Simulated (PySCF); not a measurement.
Species: arsine, AsH3.
Z-matrix (Å and degrees, PBE0-D3(BJ)/def2-SVP geometry), rows numbered from 1:
```
As
H   1  1.5250
H   1  1.5251  2   92.00
H   1  1.5251  2   92.01  3   -92.08
```

Level of theory: PBE0-D3(BJ)/def2-SVP geometry optimisation, gas phase in PySCF.

Masses are those of the commonest isotopes; rigid-rotor values at the optimised geometry. 

(1) Give the principal moments of inertia and the rotational constants in MHz.

(2) What kind of rotor is it?

(3) What does the inertial defect say?

(4) Where do the R-branch lines fall?

(5) Estimate the classical rotational partition function at 200 K.

## Answers

(1) Ia = 4.52, Ib = 4.52, Ic = 4.85 u·Å²; 505379 MHz·u·Å²/I gives A = 111783, B = 111766, C = 104156 MHz.

(2) An oblate symmetric top, as the point group C3v requires two equal moments; the computed ones differ by 0.02 % because the geometry is symmetric only within the optimiser's tolerance; Ray's κ = 0.996.

(3) Not planar: Δ = Ic − Ia − Ib = -4.19 u·Å². For a rigid frame Δ = −2 Σ m c², so Σ m c² = 2.10 u·Å² lies off the ab plane: 2.01 from hydrogen and 0.08 from heavier atoms. The atom farthest from that plane is 0.82 Å away.

(4) The dipole of 0.50 D lies along the symmetry axis, so ΔK = 0 and J+1 ← J falls at 2B(J+1) for every K: 223.55 GHz, 447.10 GHz, 670.65 GHz, 894.19 GHz, 1117.74 GHz for J = 0 to 4.

(5) Point group C3v, symmetry number σ = 3; q = (√π/σ)·√((kT/h)³/(ABC)), k/h = 20836.6 MHz/K: 139 at 200 K.

No PBE0-D3(BJ)/def2-SVP frequencies stand behind this structure, so it isn't proved a minimum. Constants of a rigid frame at the computed geometry: no zero-point averaging, no centrifugal distortion.
